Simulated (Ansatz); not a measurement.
Two members of one family ((SrS)n off), computed with Ansatz in the gas phase; def2 core potentials for Sr, no spin–orbit coupling. The two geometries come from different levels. Binding counts from free atoms in the multiplicity of their measured ground term, without zero-point energy. The structures are stationary points that may keep the symmetry of their start. Remarks come from the PBE and PBE0 runs and from stability tests at other levels; not every state was tested.

First: Sr3S4 (singlet, charge 0, PBE-D4/def2-SVP geometry).

```xyz
7

Sr    0.517   -1.340   -3.118
Sr   -1.244    0.208   -0.099
Sr    1.974    0.308    1.833
S    -1.957   -0.621   -2.663
S    -0.638    0.041    2.778
S    -0.210    2.042    1.953
S     1.559   -0.638   -0.683
```

```tsv
level	HOMO (eV)	LUMO (eV)	gap (eV)	binding per atom (eV)
PBE-D4/def2-SVP	-4.04	-2.18	1.86	3.39
PBE-D4/def2-TZVP	-4.03	-2.16	1.87	3.33
r2SCAN-D4/def2-TZVP	-4.14	-1.63	2.51	3.41
PBE0-D4/def2-SVP	-4.96	-1.65	3.31	3.32
PBE0-D4/def2-TZVP	-4.95	-1.63	3.32	3.27
```

Second: Sr5S4 (singlet, charge 0, PBE0-D4/def2-SVP geometry).

```xyz
9

Sr   -2.429    1.473    0.603
Sr    1.396    1.554    1.123
Sr   -0.585   -1.821    1.406
Sr   -0.134   -0.105   -2.139
Sr    3.330   -2.113   -2.137
S     1.762   -1.040   -0.034
S    -2.330   -1.050   -0.617
S    -0.277    2.446   -0.909
S    -0.732    0.655    2.704
```

Problem. Estimate the same table for the second.

Solution. 
| level | HOMO (eV) | LUMO (eV) | gap (eV) | binding per atom (eV) |
| --- | --- | --- | --- | --- |
| PBE-D4/def2-SVP | -2.83 | -1.78 | 1.05 | 3.43 |
| PBE-D4/def2-TZVP | -2.83 | -1.76 | 1.06 | 3.34 |
| r2SCAN-D4/def2-TZVP | -2.79 | -1.44 | 1.35 | 3.47 |
| PBE0-D4/def2-SVP | -3.25 | -1.28 | 1.98 | 3.39 |
| PBE0-D4/def2-TZVP | -3.24 | -1.27 | 1.98 | 3.31 |

Remarks: restricted SCF unstable in HF.
